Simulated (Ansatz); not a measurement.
Basis-set series for `[SH][GeH]([Cl])[Cl]`. The species carries charge 0 and has multiplicity 1. Geometry: relaxed with PBE0-D4/def2-TZVP. It is one conformer, not always the lowest.

Cartesian coordinates in Å:
```
S -0.9655 0.1902 -1.5005
Ge 0.3925 -0.1008 0.2027
Cl 1.6591 -1.7258 -0.3504
Cl -0.6979 -0.6492 1.9629
H -1.6398 1.1729 -0.8769
H 1.2516 1.1128 0.5622
```

```json
{"functional": "PBE0-D4", "basis": "def2-SVP", "functions": "96", "energy (Eh)": "-3395.53733", "HOMO (eV)": "-7.99", "LUMO (eV)": "-0.84"}
{"functional": "PBE0-D4", "basis": "def2-QZVPP", "functions": "359", "energy (Eh)": "-3396.34314", "HOMO (eV)": "-8.13", "LUMO (eV)": "-1.27"}
{"functional": "ωB97M-V", "basis": "def2-SVP", "functions": "96", "energy (Eh)": "-3396.05506", "HOMO (eV)": "-10.14", "LUMO (eV)": "1.32"}
{"functional": "ωB97M-V", "basis": "def2-QZVPP", "functions": "359", "energy (Eh)": "-3396.85214", "HOMO (eV)": "-10.34", "LUMO (eV)": "0.67"}
```

(1) Give the rows for def2-TZVPP. (Estimate.)

Answers

(1) Computed: 
```tsv
functional	basis	functions	energy (Eh)	HOMO (eV)	LUMO (eV)
PBE0-D4	def2-TZVPP	202	-3396.25929	-8.11	-1.18
ωB97M-V	def2-TZVPP	202	-3396.77115	-10.31	0.84
```

Positive LUMOs are unbound and depend on the basis. Scalar relativity is left out up to krypton.
